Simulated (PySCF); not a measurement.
Predicted microwave data (CAM-B3LYP/def2-SVPD in PySCF (dipole) on a GFN2-xTB geometry, gas phase) for one isomer of C8H7F:

| Quantity | Value |
| --- | --- |
| Rotational constants | A = 3480, B = 1008, C = 867.6 MHz |
| Dipole components | \|μa\| = 0.66 D, \|μb\| = 1.23 D, \|μc\| = 0.53 D |
| Inertial defect | -63.91 u·Å² |
| κ | -0.89 |

Question: Which structure is it? (One computed conformer of each.)
A. `FC12C=CC(C=C1)C=C2`
B. `C1=CCC(=C(F)C#C)C1`
C. `C1(/C(=C)[C@@H](C#C)C1)=C/F`

Answer: C. It is C#C[C@H]1C/C(=C/F)C1=C, an asymmetric top, point group C1. The candidates at the same level (rigid rotor, commonest isotopes):

| SMILES | A (MHz) | B (MHz) | C (MHz) | μa (D) | μb (D) | μc (D) | Δ (u·Å²) | point group | rotor |
| --- | --- | --- | --- | --- | --- | --- | --- | --- | --- |
| C#C[C@H]1C/C(=C/F)C1=C | 3480 | 1008 | 867.6 | 0.66 | 1.23 | 0.53 | -63.91 | C1 | asymmetric top |
| FC12C=CC(C=C1)C=C2 | 2966 | 1787 | 1787 | 2.20 | 0.00 | 0.00 | -170.33 | C3v | prolate symmetric top |
| C#CC(F)=C1CC=CC1 | 3274 | 1166 | 868.8 | 1.29 | 1.63 | 0.00 | -6.23 | Cs | asymmetric top |

`FC12C=CC(C=C1)C=C2` has C 106 % too high; `C#CC(F)=C1CC=CC1` has B 16 % too high. No structure here is proved a minimum.
